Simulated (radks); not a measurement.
Charge is removed step by step from the 5s1/2 level of the cerium ion Ce+, starting from [Xe] 4f1 5d2. Calculated with a radial shooting solver on a logarithmic mesh with Libxc functionals: Dirac Kohn-Sham, PBE, spin-unpolarised, spherical densities, finite nucleus; open shells fill j = l - 1/2 first; Fermi nuclear charge, rms radius 4.8771 fm.

| removed (e) | E - E(0) (eV) | eigenvalue (eV) | E minus straight line (eV) |
|---|---|---|---|
| 0 | 0.000 | -44.267 | 0.000 |
| 0.25 | 11.403 | -46.978 | -1.064 |
| 0.5 | 23.498 | -49.803 | -1.435 |
| 0.75 | 36.313 | -52.724 | -1.088 |
| 1 | 49.867 | -55.725 | 0.000 |

Removing the whole electron costs 49.867 eV by Delta-SCF, against 44.267 eV from minus the eigenvalue at the starting occupation. Slater's transition state (half an electron removed) gives 49.803 eV. Integrating minus the eigenvalue over the occupation (Janak's theorem) gives 49.867 eV. The mean slope of the eigenvalue, de/dn, is 11.5 eV per electron.
